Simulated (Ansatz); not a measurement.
Relaxation of the cluster Al3Si with UKS PBE0-D4/def2-TZVP.

```sh
$ ansatz run in.yaml --threads 4 --pin off --events-out ev --progress --plain --max-ram 3916MiB
```

```yaml
crystal:
  periodic: [false, false, false]
  atoms:
    - {symbol: Al, position_ang: [1.311420, -0.323340, -0.485230]}
    - {symbol: Al, position_ang: [-0.563170, -0.498650, -0.550300]}
    - {symbol: Al, position_ang: [-1.625330, 1.161370, 1.593660]}
    - {symbol: Si, position_ang: [0.877080, -0.339380, -0.558130]}
basis:
  gaussian: {orbitals: def2-TZVP}
magnetization: {spin_polarized: true, initial_magnetization: 1}
hamiltonian: {xc: pbe0, dispersion: d4}
scf: {lower_state_search: "off"}
output: {orbitals: {seedname: orbitals}}
relax: {f_tol: 0.02, max_steps: 100}
```

It took 29 s on 4 threads of Intel Xeon 6975P-C on a shared host.

Positions (Å) and forces (eV/Å) at steps 1, 2, 3, 4, 5, 6, 7, 8, 9, 10, 11, 12, 13, 14, 15, 16, 17 of 17:

```xyz
4
step=1 energy=-26883.7152 eV
Al    1.311   -0.323   -0.485 3589.237  131.814  608.610
Al   -0.563   -0.499   -0.550  -58.492   -6.015    2.858
Al   -1.625    1.161    1.594    0.114   -0.457   -0.486
Si    0.877   -0.339   -0.558 -3530.859 -125.342 -610.982
4
step=2 energy=-27524.3172 eV
Al    1.504   -0.316   -0.453  435.052   16.007   74.575
Al   -0.568   -0.499   -0.550  -78.016   -8.921    4.202
Al   -1.625    1.161    1.594   -0.024   -0.357   -0.375
Si    0.689   -0.346   -0.590 -357.012   -6.729  -78.401
4
step=3 energy=-27566.2194 eV
Al    1.502   -0.176   -0.311  212.775   58.860   77.154
Al   -0.640   -0.570   -0.655  -74.138   -7.939   -0.154
Al   -1.495    1.157    1.585    0.080   -0.431   -0.520
Si    0.634   -0.412   -0.619 -138.717  -50.490  -76.481
4
step=4 energy=-27595.0245 eV
Al    1.513   -0.011   -0.208   99.249   57.991   46.480
Al   -0.688   -0.620   -0.749  -67.001   -3.556   -5.206
Al   -1.444    1.148    1.572    0.163   -0.470   -0.653
Si    0.619   -0.517   -0.614  -32.411  -53.966  -40.620
4
step=5 energy=-27618.2563 eV
Al    1.663    0.030   -0.191   55.474   35.270   22.595
Al   -0.787   -0.501   -0.699  -50.965    5.227   -2.433
Al   -1.492    1.077    1.490    0.152   -0.262   -0.451
Si    0.616   -0.606   -0.600   -4.662  -40.235  -19.710
4
step=6 energy=-27630.5801 eV
Al    1.681    0.104   -0.012   28.672   20.284   17.884
Al   -0.861   -0.528   -0.798  -46.316    4.743   -2.943
Al   -1.388    1.066    1.481    0.266   -0.406   -0.625
Si    0.568   -0.641   -0.672   17.379  -24.620  -14.315
4
step=7 energy=-27633.4164 eV
Al    1.682    0.225   -0.005   15.820   14.221    7.983
Al   -0.831   -0.498   -0.933  -50.149   11.817  -12.791
Al   -1.331    1.056    1.518    0.367   -0.397   -0.675
Si    0.480   -0.783   -0.580   33.963  -25.641    5.484
4
step=8 energy=-27634.9193 eV
Al    1.666    0.149   -0.015   23.505   20.267   14.588
Al   -0.881   -0.450   -0.774  -38.090    8.187   -2.364
Al   -1.371    1.034    1.442    0.200   -0.223   -0.398
Si    0.586   -0.733   -0.654   14.385  -28.231  -11.827
4
step=9 energy=-27636.6147 eV
Al    1.619    0.103    0.055   24.564   20.469   22.250
Al   -0.923   -0.469   -0.656  -28.705    3.847    2.513
Al   -1.347    1.030    1.381    0.119    0.152    0.182
Si    0.651   -0.665   -0.780    4.022  -24.469  -24.946
4
step=10 energy=-27648.4977 eV
Al    1.691    0.153    0.207    8.488    8.635   10.546
Al   -1.091   -0.383   -0.606  -10.220    1.324    0.530
Al   -1.304    0.994    1.311    0.242    0.918    1.276
Si    0.703   -0.763   -0.912    1.489  -10.878  -12.352
4
step=11 energy=-27652.5410 eV
Al    1.778    0.267    0.332    1.529    2.269    2.518
Al   -1.208   -0.308   -0.679   -5.419    0.873   -0.543
Al   -1.256    0.964    1.303    0.406    0.810    1.236
Si    0.685   -0.923   -0.956    3.485   -3.952   -3.211
4
step=12 energy=-27653.8216 eV
Al    1.722    0.408    0.430   -0.584    0.256    0.434
Al   -1.299   -0.197   -0.782   -1.680    0.053   -0.934
Al   -1.121    0.907    1.315    0.710    0.636    0.996
Si    0.698   -1.118   -0.964    1.554   -0.946   -0.495
4
step=13 energy=-27654.1878 eV
Al    1.548    0.455    0.510   -0.497   -0.221    0.048
Al   -1.322   -0.169   -0.790   -0.498   -0.507   -0.880
Al   -0.974    0.914    1.311    0.597    0.551    0.783
Si    0.748   -1.200   -1.031    0.398    0.178    0.049
4
step=14 energy=-27654.2929 eV
Al    1.490    0.408    0.657    0.279   -0.414   -0.430
Al   -1.441   -0.312   -0.792    0.094   -0.196   -0.201
Al   -0.820    0.999    1.228   -0.505    0.440    0.498
Si    0.771   -1.095   -1.093    0.132    0.169    0.133
4
step=15 energy=-27654.3769 eV
Al    1.466    0.308    0.628   -0.114    0.046    0.050
Al   -1.390   -0.388   -0.748    0.017    0.078    0.114
Al   -0.901    1.138    1.296    0.080   -0.101   -0.127
Si    0.825   -1.058   -1.176    0.016   -0.022   -0.037
4
step=16 energy=-27654.3800 eV
Al    1.444    0.285    0.651    0.039    0.016    0.001
Al   -1.385   -0.403   -0.712   -0.028   -0.002   -0.034
Al   -0.888    1.150    1.262   -0.012    0.003    0.026
Si    0.830   -1.033   -1.201    0.001   -0.018    0.006
4
step=17 energy=-27654.3810 eV
Al    1.452    0.302    0.641   -0.002    0.000   -0.004
Al   -1.389   -0.388   -0.730    0.004    0.001   -0.001
Al   -0.890    1.135    1.274   -0.001    0.001    0.003
Si    0.826   -1.049   -1.185    0.000   -0.001    0.002
```

Another isomer (doublet) lies 0.07 eV lower at PBE0-D4/def2-TZVP; other spin states weren't run for this one.
